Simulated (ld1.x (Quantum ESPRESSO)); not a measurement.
# Which change was made? (Sb, TM)

```
Element                 : Sb
Generator               : ld1.x (Quantum ESPRESSO) 7.5
Type                    : norm-conserving Troullier–Martins (Kleinman–Bylander form)
Functional              : PBEsol
Relativity              : scalar-relativistic
Frozen core             : [Kr] 4d10
Valence charge          : 5
Reference configuration : 5s2 5p3
Partial waves           : 5p (bound): rc 2.60 bohr; 5d channel at -0.05 Ry: rc 2.35 bohr; 5s (bound): rc 1.50 bohr
Local potential         : the s channel
Core correction         : Bessel-smoothed model core inside 0.70 bohr
```

Cutoffs, loose and tight: the cutoffs (Ry, on a coarse ladder) from which the occupation-weighted sum of valence levels, in a spherical-Bessel basis at the reference potential, stays within 10 and 1 mRy of its value at 400 Ry. They do not see the model core or the augmentation charge, which bear on the density cutoff. Test errors are all-electron minus pseudo excitation energies from the reference, over the configurations 5s2 5p2; 5s2 5p1; 5s2 5p0; 5s1 5p4; 5s2 5p3.3; 5s1 5p3; 5s1 5p0; variants that change the core or the reference have their own tests.

The base gives: outcome: generated; cutoff, loose: 50 Ry; cutoff, tight: 110 Ry; bound ghosts: d; largest test error (meV): -482.

Problem. After one change the result is: outcome: generated; cutoff, loose: 50 Ry; cutoff, tight: 110 Ry; bound ghosts: none; largest test error (meV): -482. Which change was it?
A. local potential all-electron potential smoothed inside 1.15 bohr (lloc = -2)
B. wave 5d channel at -0.05 Ry: rc 2.35 bohr becomes 5d channel at -0.05 Ry: rc 2.84 bohr
C. non-relativistic

Solution. B. The others give: local potential all-electron potential smoothed inside 1.15 bohr (lloc = -2) → outcome: generated; cutoff, loose: 40 Ry; cutoff, tight: 110 Ry; bound ghosts: s; largest test error (meV): -584 | non-relativistic → outcome: generated; cutoff, loose: 40 Ry; cutoff, tight: 160 Ry; bound ghosts: p, d; largest test error (meV): -307.
